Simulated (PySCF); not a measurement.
C₄H₁₂GeZn, SMILES C[C](C)(C)[Zn][GeH3] (GFN2-xTB optimised geometry):

```
18

Zn     0.153    -0.303     0.000
C     -0.855     1.505     0.038
C     -0.255     2.481    -0.979
C     -2.335     1.300    -0.300
C     -0.757     2.133     1.431
H     -0.791     3.433    -0.948
H     -0.330     2.090    -1.994
H      0.794     2.681    -0.764
H     -2.459     0.880    -1.298
H     -2.815     0.633     0.416
H     -2.864     2.256    -0.271
H     -1.198     1.487     2.189
H      0.280     2.328     1.706
H     -1.292     3.087     1.453
Ge     1.352    -2.471     0.000
H      1.128    -3.429     1.147
H      1.128    -3.433    -1.144
H      2.864    -2.471     0.000
```

Calculation: PBE0/def2-SVP (PySCF).

### Question
What are the frontier orbital energies and the dipole moment?

### Answer
HOMO-2 -8.85 eV, HOMO-1 -8.52 eV, HOMO -6.46 eV, LUMO -0.31 eV, LUMO+1 -0.17 eV; dipole moment 1.66 D.

On the same geometry PBE/def2-SVP (PySCF) gives HOMO-2 -7.55 eV, HOMO-1 -7.41 eV, HOMO -5.45 eV, LUMO -1.09 eV, LUMO+1 -0.95 eV; dipole moment 1.70 D.

Meta-Löwdin charges at PBE0/def2-SVP: Zn1 0.93, C2 -0.33, C3 -0.30, C4 -0.30, C5 -0.30, H6 0.09, H7 0.09, H8 0.09, H9 0.09, H10 0.09, H11 0.09, H12 0.09, H13 0.09, H14 0.09, Ge15 -0.35, H16 -0.05, H17 -0.05, H18 -0.05.
